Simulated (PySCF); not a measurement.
C2H6F2Si, SMILES C[Si](C)(F)F. The structure is a stationary point at PBE-D3(BJ)/def2-SVP.

Computed equilibrium geometry at PBE-D3(BJ)/def2-SVP (PySCF confirms it by a frequency run) as Cartesian coordinates in Å, and its point group:
point group C2v.
```xyz
11

C      1.5740     0.0000    -0.9669
Si     0.0000     0.0000     0.0266
C     -1.5740     0.0000    -0.9669
F      0.0000    -1.3054     1.0163
F      0.0000     1.3054     1.0163
H      1.6313     0.8975    -1.6156
H      2.4596     0.0000    -0.3004
H      1.6313    -0.8975    -1.6156
H     -2.4596     0.0000    -0.3004
H     -1.6313     0.8975    -1.6156
H     -1.6313    -0.8975    -1.6156
```
Charge 0, spin multiplicity 1.
